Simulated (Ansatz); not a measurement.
Steps of a relaxation of C2HFSe, SMILES `FC#C[SeH]` with RKS PBE-D4/def2-SVP.

```sh
$ ansatz run in.yaml --threads 2 --pin off --events-out ev --progress --plain --max-ram 4352MiB
```

```yaml
crystal:
  periodic: [false, false, false]
  atoms:
    - {symbol: F, position_ang: [1.474700, -1.404800, 1.652200]}
    - {symbol: C, position_ang: [0.635600, -0.800600, 0.723100]}
    - {symbol: C, position_ang: [-0.105300, -0.287700, -0.118900]}
    - {symbol: Se, position_ang: [-1.115900, 0.520200, -1.410000]}
    - {symbol: H, position_ang: [-0.839200, 1.899200, -0.887900]}
basis:
  gaussian: {orbitals: def2-SVP}
hamiltonian: {xc: pbe, dispersion: d4}
relax: {f_tol: 0.03, max_steps: 200}
```

Positions (Å) and forces (eV/Å) along the path, 6 of 6 steps:

```xyz
5
step=1 energy=-70126.9206 eV
F     1.475   -1.405    1.652   -2.488    1.754   -2.687
C     0.636   -0.801    0.723    1.841   -1.428    1.995
C    -0.105   -0.288   -0.119    0.807   -0.419    0.798
Se   -1.116    0.520   -1.410   -0.070    0.226    0.024
H    -0.839    1.899   -0.888   -0.089   -0.132   -0.129
5
step=2 energy=-70127.1276 eV
F     1.440   -1.398    1.622   -1.208    0.872   -1.305
C     0.650   -0.810    0.733    1.151   -0.950    1.270
C    -0.079   -0.290   -0.101    0.140    0.125    0.075
Se   -1.106    0.516   -1.388   -0.081   -0.010   -0.040
H    -0.856    1.907   -0.907   -0.001   -0.037    0.000
5
step=3 energy=-70127.1687 eV
F     1.406   -1.385    1.594    0.461   -0.350    0.565
C     0.662   -0.810    0.739   -0.497    0.272   -0.591
C    -0.059   -0.278   -0.093    0.066    0.070    0.021
Se   -1.108    0.506   -1.380    0.005   -0.015    0.045
H    -0.851    1.894   -0.902   -0.035    0.023   -0.040
5
step=4 energy=-70127.1784 eV
F     1.406   -1.414    1.603    0.133   -0.124    0.165
C     0.667   -0.825    0.740   -0.251    0.192   -0.296
C    -0.038   -0.250   -0.082    0.147   -0.046    0.156
Se   -1.106    0.503   -1.367   -0.039   -0.019   -0.038
H    -0.880    1.912   -0.935    0.009   -0.003    0.013
5
step=5 energy=-70127.1798 eV
F     1.402   -1.432    1.601    0.037   -0.023    0.043
C     0.670   -0.823    0.740    0.018   -0.030    0.023
C    -0.025   -0.230   -0.072   -0.052    0.058   -0.064
Se   -1.107    0.498   -1.363   -0.007    0.004   -0.007
H    -0.891    1.913   -0.947    0.004   -0.009    0.004
5
step=6 energy=-70127.1799 eV
F     1.403   -1.431    1.602    0.001    0.001    0.000
C     0.670   -0.824    0.740   -0.004   -0.001   -0.003
C    -0.025   -0.229   -0.074    0.004   -0.001    0.004
Se   -1.108    0.498   -1.364   -0.002    0.001   -0.002
H    -0.890    1.912   -0.946    0.001    0.000    0.001
```

Hardware: 2 threads of an Arm Neoverse V1 on a shared host. Wall time 7.5 s, peak host memory 0.13 GiB.
